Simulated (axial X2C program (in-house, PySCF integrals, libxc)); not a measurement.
## Bond lengths and stretching modes, held linear, of OInO⁺

Computed with an axial X2C code built on PySCF integrals: two-component X2C with atomic mean-field Coulomb and Gaunt terms, Gaussian nuclei, basis O dyall-av3z, In dyall-v3z with contracted cores. Spin-free rows use the one-electron spin-free X2C Hamiltonian.

Masses O 15.995, In 114.904, O 15.995 u. States: 2c Ω = 3 (beyond evenly filled blocks: 2 × ω = 3/2); spin-free M_S = 1, Λ = 2 (beyond evenly filled blocks: 2 × π+α, 2 × π+β, 2 × π-α).

PBE0, spin-free: energies above the lowest point

| r(O–In) (Å) | r(In–O) (Å) | E (meV) |
| --- | --- | --- |
| 1.8964 | 1.8964 | 50.85 |
| 1.8964 | 1.9450 | 26.53 |
| 1.8964 | 1.9936 | 54.10 |
| 1.9450 | 1.8964 | 26.53 |
| 1.9450 | 1.9450 | 0.00 |
| 1.9450 | 1.9936 | 25.41 |
| 1.9450 | 2.0423 | 91.46 |
| 1.9936 | 1.8964 | 54.10 |
| 1.9936 | 1.9450 | 25.41 |
| 1.9936 | 1.9936 | 48.71 |
| 2.0423 | 1.9450 | 91.46 |
| 2.0423 | 2.0423 | 174.64 |

Problem. Fit a quadratic surface with cubic terms in each bond: where is the minimum, and what are the two stretching wavenumbers?

Solution. At PBE0, spin-free: bonds 1.944 and 1.944 Å; harmonic stretches 601.0 and 707.5 cm⁻¹; force constants 3.55, 3.55 and coupling -0.14 mdyn/Å.

The other levels and Hamiltonians give:

```tsv
Hamiltonian	level	r(O–In) (Å)	r(In–O) (Å)	lower stretch (cm⁻¹)	upper stretch (cm⁻¹)
2c	PBE0	1.943	1.943	601.7	708.0
2c	PBE	1.969	1.969	559.9	666.2
spin-free	PBE	1.970	1.970	558.8	665.4
```

Each state is one determinant, the lowest of a limited PBE0 search; the stretches come from a fit to these few points and carry an uncertainty of a few per cent. Other orders of the atoms were not compared. Left out for rough or failed fits: HF 2c, MP2 2c, HF spin-free, MP2 spin-free. The molecule was held linear; bending was not examined, so a bent shape may lie lower. Open-shell Ω = 0 determinants with evenly filled partner blocks cannot be reached by this program, so the Ω shown need not be the lowest component. Note: functional without a current term on a determinant with orbital currents, of the molecule or an atom. Note: several unpaired electrons, one determinant need not be a pure state.
